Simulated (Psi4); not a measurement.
C₃H₂N (SMILES C=[C-]C#N), charge -1, singlet, at a GFN2-xTB geometry (a gas-phase anion, which may not be bound at this level); BLYP/def2-SV(P) (Psi4).

The Psi4 input:
```
memory 2 GB

molecule mol {
-1 1
C    -0.120595   -1.695859    0.008662
C     0.478959   -0.514868    0.006682
C    -0.036520    0.737111   -0.004464
H    -1.215760   -1.893473    0.001174
H     0.461673   -2.623511    0.018494
N    -0.168140    1.908383   -0.012135
}

set {
  basis def2-sv(p)
  reference rks
  scf_type dfdirj+cosx
}

energy('blyp')
print_variables()
```

What the program printed (banner, timings and long lists left out):

```
   => Loading Basis Set <=

    Name: DEF2-SV(P)
    Role: ORBITAL
    Keyword: BASIS

         ---------------------------------------------------------
                                   SCF
               by Justin Turney, Rob Parrish, Andy Simmonett
                          and Daniel G. A. Smith
                              RKS Reference
         ---------------------------------------------------------

  ==> Geometry <==

    Molecular point group: c1
    Full point group: C1

    Geometry (in Angstrom), charge = -1, multiplicity = 1:

       Center              X                  Y                   Z               Mass
    ------------   -----------------  -----------------  -----------------  -----------------
         C           -0.134967966565    -1.782126145393     0.009037737788    12.000000000000
         C            0.464586033435    -0.601135145393     0.007057737788    12.000000000000
         C           -0.050892966565     0.650843854607    -0.004088262212    12.000000000000
         H           -1.230132966565    -1.979740145393     0.001549737788     1.007825032230
         H            0.447300033435    -2.709778145393     0.018869737788     1.007825032230
         N           -0.182512966565     1.822115854607    -0.011759262212    14.003074004430

  Running in c1 symmetry.

  Rotational constants: A =      3.47550  B =      0.15970  C =      0.15268 [cm^-1]
  Rotational constants: A = 104192.75977  B =   4787.60474  C =   4577.28098 [MHz]
  Nuclear repulsion =   82.946677756401144

  Charge       = -1
  Multiplicity = 1
  Electrons    = 28
  Nalpha       = 14
  Nbeta        = 14

  ==> Algorithm <==

  SCF Algorithm Type is DFDIRJ+COSX.
  DIIS enabled.
  MOM disabled.
  Fractional occupation disabled.
  Guess Type is SAD.
  Energy threshold   = 1.00e-06
  Density threshold  = 1.00e-06
  Integral threshold = 1.00e-12

  ==> Primary Basis <==

  Basis Set: DEF2-SV(P)
    Blend: DEF2-SV(P)
    Number of shells: 28
    Number of basis functions: 60
    Number of Cartesian functions: 64
    Spherical Harmonics?: true
    Max angular momentum: 2

  ==> DFT Potential <==

   => LibXC <=

    Version 7.1.2
    S. Lehtola, C. Steigemann, M. J. T. Oliveira, and M. A. L. Marques,  SoftwareX 7, 1–5 (2018) (10.1016/j.softx.2017.11.002)

   => Composite Functional: BLYP <=

    BLYP GGA Exchange-Correlation Functional

    P.J. Stephens et. al., J. Phys. Chem., 98, 11623-11627, 1994
    B. Miehlich et. al., Chem. Phys. Lett., 157(3), 200-206 1989

    Deriv               =              1
    GGA                 =           TRUE
    Meta                =          FALSE

    Exchange Hybrid     =          FALSE
    MP2 Hybrid          =          FALSE

   => Exchange Functionals <=

    1.0000     XC_GGA_X_B88

   => Correlation Functionals <=

    1.0000     XC_GGA_C_LYP

   => LibXC Density Thresholds  <==

    XC_GGA_C_LYP:  1.00E-14
    XC_GGA_X_B88:  1.00E-15

   => Molecular Quadrature <=

    Radial Scheme          =       TREUTLER
    Pruning Scheme         =           NONE
    Nuclear Scheme         =       TREUTLER

    Blocking Scheme        =         OCTREE
    BS radius alpha        =              1
    Pruning alpha          =              1
    Radial Points          =             75
    Spherical Points       =            302
    Total Points           =         128964
    Total Blocks           =           1028
    Max Points             =            256
    Max Functions          =             60
    Weights Tolerance      =       1.00E-15

   => Loading Basis Set <=

    Name: (DEF2-SV(P) AUX)
    Role: JKFIT
    Keyword: DF_BASIS_SCF

  ==> Integral Setup <==

  INFO: A K algorithm (COSX) was specified in SCF_TYPE, but the current method does not use a K matrix!
  Thus, the specified K algorithm will be unused.

  ==> CompositeJK: Mix-and-Match J+K Algorithm Combos <==

    J tasked:                  Yes
    J algorithm:           DF-DirJ
    K tasked:                   No
    wK tasked:                  No
    Integrals threads:           1
    Incremental Fock:           No
    Screening Type:           CSAM

  ==> DF-DirJ: Integral-Direct Density-Fitted J <==

    J Screening Cutoff:      1E-12

  Minimum eigenvalue in the overlap matrix is 1.2155149675E-03.
  Reciprocal condition number of the overlap matrix is 2.5651097836E-04.
    Using symmetric orthogonalization.

  ==> Pre-Iterations <==

  SCF Guess: Superposition of Atomic Densities via on-the-fly atomic UHF (no occupation information).

   -------------------------
    Irrep   Nso     Nmo
   -------------------------
     A         60      60
   -------------------------
    Total      60      60
   -------------------------

  ==> Iterations <==

                        Total Energy        Delta E     RMS |[F,P]|

   @RKS iter SAD:  -169.42026226346957   -1.69420e+02   0.00000e+00
   @RKS iter   1:  -169.54112106666022   -1.20859e-01   1.44655e-02 ADIIS/DIIS
   @RKS iter   2:  -168.59245770013635    9.48663e-01   2.28586e-02 ADIIS/DIIS
   @RKS iter   3:  -169.86155917103116   -1.26910e+00   7.83033e-03 ADIIS/DIIS
   @RKS iter   4:  -169.95871017016819   -9.71510e-02   5.49196e-03 ADIIS/DIIS
   @RKS iter   5:  -170.00096256134702   -4.22524e-02   3.11403e-03 ADIIS/DIIS
   @RKS iter   6:  -170.01690435395588   -1.59418e-02   1.03189e-03 ADIIS/DIIS
   @RKS iter   7:  -170.01864092109190   -1.73657e-03   2.97501e-04 ADIIS/DIIS
   @RKS iter   8:  -170.01882560627661   -1.84685e-04   5.87198e-05 DIIS
   @RKS iter   9:  -170.01883561133121   -1.00051e-05   4.82642e-06 DIIS
   @RKS iter  10:  -170.01883565337522   -4.20440e-08   1.24604e-06 DIIS
   @RKS iter  11:  -170.01883565706697   -3.69175e-09   1.64939e-07 DIIS
  Energy and wave function converged with early screening.
  Continuing SCF iterations with tighter screening.

   @RKS iter  12:  -170.01883565713018   -6.32099e-11   1.88705e-08 DIIS
  Energy and wave function converged.

  ==> Post-Iterations <==

   Electrons on quadrature grid:
      Ntotal   =   28.0000083055 ; deviation = 8.305e-06

    Orbital Energies [Eh]
    ---------------------

    Doubly Occupied:

[...]
    Virtual:

[...]
      60A      3.614182

    Final Occupation by Irrep:
              A
    DOCC [    14 ]
    NA   [    14 ]
    NB   [    14 ]

  @RKS Final Energy:  -170.01883565713018

   => Energetics <=

    Nuclear Repulsion Energy =             82.9466777564011437
    One-Electron Energy =                -399.1740380704500808
    Two-Electron Energy =                 170.2207659511424254
    DFT Exchange-Correlation Energy =     -24.0122412942236672
    Empirical Dispersion Energy =           0.0000000000000000
    VV10 Nonlocal Energy =                  0.0000000000000000
    Total Energy =                       -170.0188356571301824

Computation Completed

Properties will be evaluated at   0.000000,   0.000000,   0.000000 [a0]

Properties computed using the SCF density matrix

 Multipole Moments:

 ------------------------------------------------------------------------------------
     Multipole            Electronic (a.u.)      Nuclear  (a.u.)        Total (a.u.)
 ------------------------------------------------------------------------------------

 L = 1.  Multiply by 2.5417464519 to convert [e a0] to [Debye]
 Dipole X            :          0.4045870           -0.7333519           -0.3287649
 Dipole Y            :          3.8260279           -4.4015726           -0.5755447
 Dipole Z            :         -0.0184998            0.0191768            0.0006770
 Magnitude           :                                                    0.6628262

 ------------------------------------------------------------------------------------

  Variable Map:
  ----------------------------------------------------------------------------
[...]
  Array Variable Map:
  ----------------------------------------------------------------------------
[...]
[...]
```
